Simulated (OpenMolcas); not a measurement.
Ionisation energies of bismuth

```yaml
Program: OpenMolcas
Basis: ANO-RCC [11s10p9d6f4g]
Scalar_Hamiltonian: DKH2, point nucleus
Spin-orbit_coupling: state interaction with AMFI integrals over the reference wave functions, term energies averaged over their components
```

Active shells in each charge state: the valence s, p shells, with orbitals averaged over the low states. Where CASPT2's correlated closed shells are named, they are those of the first ion.

A. CASSCF
B. SS-CASPT2, IPEA 0.25 Eh, imaginary shift 0.1 Eh (closed shells correlated: 5d)
C. SS-CASPT2, IPEA 0.25 Eh, imaginary shift 0.1 Eh (closed shells correlated: none)
D. SS-CASPT2, IPEA 0 Eh, imaginary shift 0.1 Eh (closed shells correlated: 5d)
E. SS-CASPT2, IPEA 0.25 Eh, imaginary shift 0.1 Eh (closed shells correlated: 4f 5s 5p 5d)

Energies in eV between the lowest computed levels, named as in B; reference values from the NIST Atomic Spectra Database with their kind.

```tsv
From	To	A	B	C	D	E	Spin-orbit share in B	Reference
Bi+ 6s2 6p2 3P0	Bi2+ 6s2 6p 2P* 1/2	15.620	16.455	16.114	16.543	16.491	+0.538	16.703 (measured)
Bi2+ 6s2 6p 2P* 1/2	Bi3+ 6s2 1S0	24.195	25.259	24.729	25.341	25.331	+1.527	25.571 (measured)
Bi3+ 6s2 1S0	Bi4+ 6s 2S 1/2	43.213	44.487	43.290	44.493	44.635	+0.000	45.370 (measured)
Bi4+ 6s 2S 1/2	Bi5+ 5d10 1S0	54.164	55.863	54.164	55.925	56.103	+0.000	54.856 (measured)
```

Steps that some method lacks are left out, and so are those with a state whose active s or d shell is doubly occupied in every root (s and p with five to eight electrons, d10) over a frozen core shell of the same l, since the two then mix freely.

Error against the reference values, in %:

```
From  Reference     A     B     C     D     E
 Bi+   measured  -6.5  -1.5  -3.5  -1.0  -1.3
Bi2+   measured  -5.4  -1.2  -3.3  -0.9  -0.9
Bi3+   measured  -4.8  -1.9  -4.6  -1.9  -1.6
Bi4+   measured  -1.3  +1.8  -1.3  +1.9  +2.3
```

Mean absolute error over the 4 measured values: A 1.33 eV, B 0.61 eV, C 1.05 eV, D 0.58 eV, E 0.61 eV.

* marks odd parity.
